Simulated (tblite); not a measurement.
Species: C4H5F3O2 (charge +1 and doublet state).
Numbering: `[CH3:1][C@H:2]([CH:3]=[O+:4])[O:5][C:6]([F:7])([F:8])[F:9]` (hydrogens: H10, H11, H12 on C1; H13 on C2; H14 on C3)
Bond orders are those of one Lewis drawing.

Computed with GFN2-xTB (tblite), gas phase: L-BFGS steps from a force-field or distance-geometry start until the largest atomic force falls under 0.01 eV/Å.

Step 44: E = -894.9327 eV
```
atom  x, y, z in Å  |  force x, y, z in eV/Å
C1     -1.1007    1.4183   -0.1737    0.011   0.014  -0.004
C2     -0.2484    0.1867   -0.2631   -0.003   0.013   0.001
C3     -1.2369   -1.0656    0.0739   -0.026  -0.002  -0.037
O4     -2.1030   -1.4050   -0.6188    0.019   0.009   0.026
O5      0.8141    0.2329    0.6097   -0.010  -0.008  -0.011
C6      1.8996   -0.5661    0.3418   -0.016  -0.018  -0.006
F7      2.6265   -0.6691    1.4154    0.015   0.037  -0.015
F8      1.4736   -1.7828   -0.0258    0.041  -0.030   0.027
F9      2.6098   -0.0814   -0.6597   -0.018  -0.001   0.014
H10    -1.3324    1.7023    0.8547    0.019  -0.038   0.026
H11    -0.5123    2.2602   -0.5701    0.015  -0.009   0.010
H12    -2.0108    1.3245   -0.7607   -0.023   0.015  -0.031
H13     0.0600   -0.0599   -1.2968   -0.017   0.004   0.012
H14    -0.9398   -1.4955    1.0512   -0.007   0.014  -0.012
```

Step 45: E = -894.9332 eV
```
atom  x, y, z in Å  |  force x, y, z in eV/Å
C1     -1.1001    1.4184   -0.1728    0.001  -0.016  -0.029
C2     -0.2472    0.1871   -0.2641   -0.002   0.010  -0.004
C3     -1.2370   -1.0637    0.0731   -0.036  -0.007  -0.016
O4     -2.1047   -1.4009   -0.6189    0.024   0.005   0.024
O5      0.8149    0.2334    0.6085   -0.013  -0.012  -0.006
C6      1.8998   -0.5664    0.3412   -0.004  -0.014   0.006
F7      2.6285   -0.6650    1.4139    0.018   0.030  -0.001
F8      1.4746   -1.7844   -0.0220    0.034  -0.031   0.026
F9      2.6090   -0.0841   -0.6616   -0.012   0.004  -0.008
H10    -1.3368    1.6951    0.8561    0.028  -0.017   0.030
H11    -0.5128    2.2620   -0.5671    0.016  -0.008   0.025
H12    -2.0084    1.3237   -0.7624   -0.028   0.020  -0.033
H13     0.0617   -0.0617   -1.2975   -0.022   0.016   0.017
H14    -0.9422   -1.4940    1.0517   -0.004   0.020  -0.030
```

Problem. Estimate the geometry and energy of step 46. (The exact step hangs on the optimiser's Hessian estimate; all steps are aligned on step 45, rigid shifts and turns removed.)

Solution. E = -894.9338 eV, largest force 0.056 eV/Å
```
atom  x, y, z in Å  |  force x, y, z in eV/Å
C1     -1.0987    1.4189   -0.1723   -0.009  -0.044  -0.034
C2     -0.2468    0.1870   -0.2657   -0.004  -0.003  -0.011
C3     -1.2388   -1.0627    0.0712   -0.038  -0.006   0.009
O4     -2.1081   -1.3981   -0.6194    0.021   0.004   0.011
O5      0.8144    0.2326    0.6072   -0.015  -0.016   0.003
C6      1.8998   -0.5664    0.3409    0.015  -0.005   0.019
F7      2.6303   -0.6580    1.4129    0.021   0.018   0.013
F8      1.4782   -1.7867   -0.0175    0.026  -0.026   0.025
F9      2.6075   -0.0850   -0.6630   -0.010   0.005  -0.031
H10    -1.3366    1.6875    0.8585    0.034   0.008   0.022
H11    -0.5120    2.2632   -0.5654    0.016  -0.008   0.040
H12    -2.0070    1.3249   -0.7620   -0.033   0.024  -0.037
H13     0.0629   -0.0650   -1.2979   -0.026   0.028   0.009
H14    -0.9458   -1.4928    1.0507    0.001   0.021  -0.037
```

The energy changes by -0.0006 eV. The first-order estimate −F·Δx gives -0.0008 eV and the mean of the old and new forces, exact on a quadratic surface, -0.0006 eV. The step makes an angle of 66° with the force vector and moves no atom by more than 0.008 Å.

What follows is the cost of the whole relaxation. The run took 1.0 s on an Arm Neoverse N1 with one thread, no GPU, shared host with 64 logical CPUs at a one-minute load of 60.
